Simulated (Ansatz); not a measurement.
The same path of F2H2OSSi (7 atoms, charge 0, multiplicity 1) was run twice with different band settings. Lost on the way: O3–H4. Made: S2–H4.

The calculation used UKS BHLYP/def2-SVP in Ansatz.

Relaxed end points:

```xyz
7
Properties=species:S:1:pos:R:3
Si -0.157 0.127 0.466
S 1.621 -0.872 -0.062
O -1.211 0.331 -0.748
H -1.491 -0.414 -1.273
F 0.116 1.589 1.030
F -0.786 -0.737 1.649
H 1.908 -0.024 -1.061
```

```xyz
7
Properties=species:S:1:pos:R:3
Si -0.658 0.397 0.665
S 0.915 -0.984 -0.614
O -1.780 0.648 -0.309
H 0.103 -0.983 -1.685
F 0.473 1.453 1.070
F -0.715 -0.573 1.928
H 1.662 0.042 -1.055
```

Common settings: movable images 5; climbing image yes; spring 5.0 eV/Å²; optimiser quadratic models (default); start path through a guess of the saddle point; iteration limit 60; end points relaxed.

| run | force threshold |
| --- | --- |
| 1 | 0.05 eV/Å |
| 2 | 0.2 eV/Å |

(1) What does each run give, and how far can it be trusted?

Results:

(1) Run 1: converged after 9 iterations, highest image 2.601 eV above the first end. Neighbouring images differ by up to 1.3 eV, so the band resolves the path poorly. A vibrational analysis at the climbing image gives one clearly imaginary mode, 844i cm⁻¹: a first-order saddle point.
Run 2: converged after 8 iterations, highest image 2.601 eV above the first end. The threshold of 0.2 eV/Å is loose, so the images may lie well off the minimum-energy path. Neighbouring images differ by up to 1.3 eV, so the band resolves the path poorly. Another band between the same ends (5 images) ends at a top of the same energy, where a vibrational analysis finds 1 clearly imaginary mode.
The orbitals stay closed-shell, which can raise the energy where a bond breaks towards radicals; this wasn't checked here.
